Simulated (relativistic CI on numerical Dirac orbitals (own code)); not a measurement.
Crystal-field levels of Sc²⁺, 3d

Calculated by Dirac-Coulomb-Breit CI, KLI orbitals optimised for each configuration, model QED, valence Slater integrals scaled by 0.65, one configuration in a parametric crystal field (own radial code).

Field parameters in Wybourne normalisation: Td as Oh with Dq negative (B⁴₀ = 21Dq, B⁴₄ = √(5/14) B⁴₀). The field is a parameter set, without covalency.

S is read from ⟨S²⟩ = S(S + 1).

Site symmetry Td; labels are those of the double group. Computed levels in cm⁻¹ above the lowest, in rising order:

```csv
Δ (size of 10Dq),Lowest,No. 2,No. 3
1450,Γ8,1426 Γ8,1519 Γ7
2600,Γ8,2572 Γ8,2667 Γ7
3750,Γ8,3721 Γ8,3817 Γ7
4900,Γ8,4870 Γ8,4966 Γ7
6050,Γ8,6020 Γ8,6116 Γ7
7200,Γ8,7169 Γ8,7266 Γ7
8400,Γ8,8369 Γ8,8466 Γ7
9550,Γ8,9519 Γ8,9616 Γ7
10700,Γ8,10669 Γ8,10766 Γ7
11850,Γ8,11819 Γ8,11916 Γ7
13000,Γ8,12968 Γ8,13066 Γ7
14150,Γ8,14118 Γ8,14215 Γ7
```

Ground-state S against |10Dq| in cm⁻¹: 1450: 0.50, 2600: 0.50, 3750: 0.50, 4900: 0.50, 6050: 0.50, 7200: 0.50, 8400: 0.50, 9550: 0.50, 10700: 0.50, 11850: 0.50, 13000: 0.50, 14150: 0.50.

No abrupt spin change occurs in this range.
